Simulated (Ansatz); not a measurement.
BrCs, charge +1, doublet, at a GFN2-xTB geometry (such geometries of metal compounds can be far from the true shape) (a state made from the parent by changing its charge; the spin is typed, not shown lowest) (core potentials on Cs), with bond 2-1 at 2.4 times its length; CASSCF(5,5)/def2-SVP (Ansatz, a quantum-chemistry and plane-wave program).

The Ansatz input:
Ansatz 0.2 input:
```yaml
crystal:
  periodic: [false, false, false]
  atoms:
    - {symbol: Cs, position_ang: [-0.00000000, -0.00000000, -1.37550507]}
    - {symbol: Br, position_ang: [0.00000000, 0.00000000, 7.11332623]}
basis:
  gaussian:
    orbitals: def2-SVP
hamiltonian:
  xc: hf
total_charge: 1
correlation: {active_space: {window: {electrons: 5, orbitals: 5}}}
magnetization: {spin_polarized: false, initial_magnetization: 1}
```

The log (banner, timings and long lists left out):

```
Functional definition: HF
530 factors; integrals over basis functions are off by at most 6.4e-5 eV
mean field evaluation 1: about -70526.0515 eV, gradient 1.7e1 eV
mean field evaluation 2: about -70526.0522 eV, gradient 1.7e1 eV
mean field evaluation 4: about -70526.6298 eV, gradient 4.3e-1 eV
mean field evaluation 8: about -70526.6313 eV, gradient 2.4e-5 eV
mean field evaluation 16: about -70526.6313 eV, gradient 2.5e-2 eV
mean field evaluation 32: about -70526.6153 eV, gradient 1.5e-1 eV
mean field evaluation 64: about -70526.6086 eV, gradient 1.5e-6 eV
mean field -70526.63130336 eV, -2591.8058957308 hartree, gradient 9.5e-6 eV, S^2 0.750000; 8 other end points of the search recorded, 0 dependent functions left out
reference -70526.63130336 eV, -2591.8058957308 hartree; 22, 21 occupied and 34, 35 virtual orbitals, 530 factors
state -70527.35356872 eV, -2591.8324384933 hartree
Total energy: -70527.35356872 eV, -2591.8324384933 hartree
```
